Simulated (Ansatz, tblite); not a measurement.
Removing and adding an electron: the cluster In2As (the lowest doublet isomer of a short search). Charge 0, multiplicity 2. Geometry: PBE-D4/def2-TZVP. Ansatz, gas phase; energy differences of separate SCF runs; the oxidised species is a triplet (the singlet lies 0.98 eV higher at PBE0-D4/def2-TZVP); the reduced species is a singlet (the triplet lies 1.48 eV higher at PBE0-D4/def2-TZVPD).

```xyz
3

In    0.509   -1.157    1.909
In   -0.969    0.271   -2.056
As    0.460    0.886    0.148
```

In the def2 sets In takes a core potential; there is no spin–orbit coupling. The xTB rows come from tblite. HOMO above LUMO, or a gap near zero within one spin, warns that the state may not be the lowest or that an electron is smeared out. The structure comes from a short search, and lower isomers may exist.

(1) Estimate orbital energies and vertical ionisation energies and electron affinities at: GFN1-xTB; GFN2-xTB; PBE-D4/def2-TZVP; PBE-D4/def2-TZVPD; r2SCAN-D4/def2-TZVP; r2SCAN-D4/def2-TZVPD; PBE0-D4/def2-TZVP; PBE0-D4/def2-TZVPD.

## Answers

(1) 
```tsv
level	−HOMO (eV)	vertical IE (eV)	−LUMO (eV)	vertical EA (eV)	HOMO–LUMO gap (eV)	IE − EA (eV)	remarks
GFN1-xTB	–	9.84	–	5.74	–	4.11	–
GFN2-xTB	–	9.76	–	4.22	–	5.54	–
PBE-D4/def2-TZVP	4.42	6.74	4.20	–	0.22	–	gap within one spin near zero (+1 triplet)
PBE-D4/def2-TZVPD	4.46	–	4.23	2.16	0.23	–	–
r2SCAN-D4/def2-TZVP	4.62	6.80	3.94	–	0.67	–	–
r2SCAN-D4/def2-TZVPD	4.64	–	3.96	2.11	0.68	–	–
PBE0-D4/def2-TZVP	5.16	6.72	3.29	–	1.87	–	–
PBE0-D4/def2-TZVPD	5.19	–	3.32	2.02	1.88	–	–
```

   HOMO and LUMO are the levels of the spin that leaves or enters (xTB has no such levels and no spin-polarisation term). Other spin states of the ions may lie lower, which would lower the ionisation energy or raise the affinity. Raw xTB energy differences between charge states are shifted by several eV; the methods need an empirical correction for them.
